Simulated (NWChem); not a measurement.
Molecule: Si₂NH₆OCl; SMILES Cl[SiH2][Si@@H](N)O

```xyz
11

N     -0.6245     1.8202     1.2797
Si    -0.0797     1.3414    -0.2824
O      1.5678     1.2001    -0.5374
Si    -0.8900    -0.8332    -0.6354
Cl     0.4772    -1.9851     0.4782
H     -0.5138     2.7802     1.5892
H     -0.5644     1.1795     2.0638
H     -0.5321     2.3729    -1.2505
H      1.9591     0.3961    -0.1756
H     -2.2547    -1.1408    -0.1156
H     -0.8017    -1.2996    -2.0508
```
Atoms are numbered in this order, from 1.

Computed with NWChem. The geometry was optimised at PBE0/def2-SVP. Hybrids' shares of exact exchange are those that their runs print; pure functionals count as 0. The functionals differ in more than this share.

```csv
row,share of exact exchange,orbital gap (eV)
PBE/def2-TZVP,0.00,4.78
TPSSh/def2-TZVP,0.10,withheld
B3LYP/def2-TZVP,0.20,6.58
PBE0/def2-TZVP,0.25,6.98
```

Q: Fit a straight line of the last column on the one before it, predict the withheld value, and compare with the run.

A: 
1. Means of the 3 shown rows: x = 0.150, y = 6.113. Slope Σ(x − x̄)(y − ȳ)/Σ(x − x̄)² = 0.3100/0.03500 = 8.857; intercept 4.785.
2. The shown rows scatter about the line by 0.018 (root mean square); the largest residual is +0.02, at B3LYP/def2-TZVP.
3. At x = 0.10 (TPSSh/def2-TZVP; inside the shown range) the line gives 5.67.
4. The run gives 5.95, +0.28 from the line.
